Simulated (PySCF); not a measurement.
C₃F₈, SMILES FC(F)(F)C(F)(F)C(F)(F)F.

Geometry optimised at PBE-D3(BJ)/def2-SVP.

Method: PBE/def2-SVP in PySCF.

Symmetry labels are those of the subgroup C2 that the program uses (full group C2).

Computed valence orbital energies around the gap with their symmetry:
| orbital | symmetry | energy (eV) |
|---|---|---|
| HOMO−7 | A | -10.89 |
| HOMO−6 | B | -10.46 |
| HOMO−5 | A | -10.38 |
| HOMO−4 | B | -10.33 |
| HOMO−3 | A | -10.12 |
| HOMO−2 | B | -10.10 |
| HOMO−1 | A | -10.03 |
| HOMO | B | -8.71 |
| LUMO | B | 0.08 |
| LUMO+1 | A | 0.16 |
| LUMO+2 | B | 2.67 |
| LUMO+3 | A | 2.69 |
